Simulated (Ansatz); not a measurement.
`BO[Si](C)(O)O` and `C[Si](O)(O)O` differ in one atom or group.

Ansatz, PBE0-D4/def2-TZVP geometries, multiplicity 1. Each molecule was computed in one conformer, which needn't be the lowest.

| property | `BO[Si](C)(O)O` |
| --- | --- |
| size of the dipole moment (ωB97M-V/def2-TZVPP) / D | 1.85 |
| HOMO–LUMO gap (PBE/def2-TZVPP) / eV | 5.26 |
| HOMO energy (B3LYP/def2-TZVPP) / eV | -8.04 |
| HOMO energy (PBE0/def2-TZVPP) / eV | -8.23 |
| HOMO–LUMO gap (PBE0/def2-TZVPP) / eV | 7.75 |
| LUMO energy (PBE0/def2-TZVPP) / eV | -0.47 |

Question: What does the change do to each property? (Best estimate.)

Answer: Ansatz gave: 
```tsv
property	`C[Si](O)(O)O`	shift
size of the dipole moment (ωB97M-V/def2-TZVPP) / D	1.44	-0.41
HOMO–LUMO gap (PBE/def2-TZVPP) / eV	6.86	1.60
HOMO energy (B3LYP/def2-TZVPP) / eV	-8.47	-0.43
HOMO energy (PBE0/def2-TZVPP) / eV	-8.71	-0.48
HOMO–LUMO gap (PBE0/def2-TZVPP) / eV	9.32	1.57
LUMO energy (PBE0/def2-TZVPP) / eV	0.61	1.08
```

With PBE0 the HOMO falls by 0.48 eV and the LUMO rises by 1.08 eV, so the gap widens by about 1.56 eV. PBE moves the HOMO by -0.35 eV and ωB97M-V by -0.49 eV. Dipoles are sizes alone; their direction can turn.

B3LYP here is the variant with VWN-RPA as its local correlation; programs differ in this.
